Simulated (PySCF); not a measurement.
**C2H10B3N3**

The system: C2H10B3N3, a molecule; neutral, singlet. The structure, one conformer, was relaxed in the gas phase by PBE0-D3(BJ)/def2-SVP. No frequency run checks that it is a minimum.

SMILES: CCN1BNBNB1

```csv
atom,x (Å),y (Å),z (Å)
B1,0.718,1.090,0.228
N2,2.069,0.678,0.428
B3,2.544,-0.613,0.054
N4,1.596,-1.497,-0.539
B5,0.235,-1.133,-0.760
N6,-0.201,0.173,-0.374
C7,-1.598,0.553,-0.545
C8,-2.449,0.216,0.667
H9,0.352,2.197,0.554
H10,2.714,1.334,0.848
H11,3.694,-0.941,0.230
H12,1.899,-2.420,-0.821
H13,-0.540,-1.910,-1.271
H14,-1.653,1.635,-0.748
H15,-2.000,0.044,-1.435
H16,-2.427,-0.866,0.871
H17,-3.497,0.514,0.510
H18,-2.075,0.736,1.563
```

Shieldings: GIAO PBE0/pcSseg-1. Shifts are against computed references at the same level: C TMS (σ 184.4 ppm), H TMS (σ 31.27 ppm). Core levels by delta-SCF with SCAN, pcX-2 on the ionised atom and pcseg-1 elsewhere, spin-free X2C; from the vacuum level, for chosen atoms.

**Question.** Give the shieldings and core levels atom by atom.

**Answer.** 
```json
{"atoms": "B1 B5", "bonded to": "2 N + 1 H", "σ (ppm)": "71.1", "δ (ppm)": "-", "core level (eV)": "1s 195.48"}
{"atoms": "N2 N4", "bonded to": "2 B + 1 H", "σ (ppm)": "120.0", "δ (ppm)": "-", "core level (eV)": "1s 404.53"}
{"atoms": "B3", "bonded to": "2 N + 1 H", "σ (ppm)": "73.7", "δ (ppm)": "-", "core level (eV)": "1s 195.61"}
{"atoms": "N6", "bonded to": "2 B + 1 C", "σ (ppm)": "96.2", "δ (ppm)": "-", "core level (eV)": "1s 404.29"}
{"atoms": "C7", "bonded to": "1 C + 1 N + 2 H", "σ (ppm)": "134.9", "δ (ppm)": "49.5", "core level (eV)": "1s 291.40"}
{"atoms": "C8", "bonded to": "1 C + 3 H", "σ (ppm)": "160.8", "δ (ppm)": "23.6", "core level (eV)": "-"}
{"atoms": "H9 H13", "bonded to": "1 B", "σ (ppm)": "26.43", "δ (ppm)": "4.84", "core level (eV)": "-"}
{"atoms": "H10 H12", "bonded to": "1 N", "σ (ppm)": "25.63", "δ (ppm)": "5.64", "core level (eV)": "-"}
{"atoms": "H11", "bonded to": "1 B", "σ (ppm)": "26.54", "δ (ppm)": "4.73", "core level (eV)": "-"}
{"atoms": "H14 H15", "bonded to": "1 C", "σ (ppm)": "27.95", "δ (ppm)": "3.32", "core level (eV)": "-"}
{"atoms": "H16 H17 H18", "bonded to": "1 C", "σ (ppm)": "30.14", "δ (ppm)": "1.13", "core level (eV)": "-"}
```

Values are those of this one static structure, with the three H of a rotating XH3 group averaged; atoms that internal rotation interchanges would show their mean in an NMR spectrum.

The core-hole states of B5, B3 are spin-contaminated (⟨S²⟩ 0.82, 0.82 against 0.75 for a pure doublet), so those values and differences from them are less sure.

**Question.** By CAM-B3LYP/def2-SVPD (TDDFT singlets, Tamm-Dancoff triplets, ionisation by delta-SCF), where does absorption start, and what does vertical ionisation take?

**Answer.** The lowest singlet lies at 6.60 eV (f 0.010), the strongest of the first 6 at 7.66 eV (f 0.248), the lowest triplet at 6.15 eV; vertical ionisation takes 9.50 eV.

The 3 runs behind this took 4.6 min in all, one thread each of Arm Neoverse V1 on a shared host, launched as `OMP_NUM_THREADS=1 python cluster_run.py task.json out`.
